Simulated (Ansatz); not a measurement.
Reaction (SMILES): Br atom → [Br-] (an electron is taken up)

Quantity: adiabatic electron affinity (0 K, with zero-point energies), in eV. Positive where the reaction releases energy. Terms: UHF or UKS for open shells; LANL2DZ with its own core potentials from Na on; six Cartesian d functions in 6-31G* and its kin unless marked 5d; spin-orbit terms left out; non-relativistic. Sets without +, aug- or the D of def2-TZVPD hold no diffuse functions, which anions need.

| level | program | adiabatic electron affinity (0 K, with zero-point energies) (eV) |
|---|---|---|
| PBE/STO-3G | Ansatz | -1.94 |
| PBE/3-21G | Ansatz | 2.32 |
| PBE/LANL2DZ | Ansatz | 2.89 |
| PBE/6-31G* | Ansatz | 3.17 |
| PBE/def2-SVP | Ansatz | 2.68 |
| PBE/def2-TZVPD | Ansatz | 3.50 |

No value to compare with is used here. The 5 habitual levels span -1.94 (PBE/STO-3G) to 3.17 eV (PBE/6-31G*); PBE/def2-TZVPD gives 3.50.

The sets are all those run for this method; runs whose electronic state is in doubt are left out.

Ansatz is a quantum-chemistry and plane-wave program.
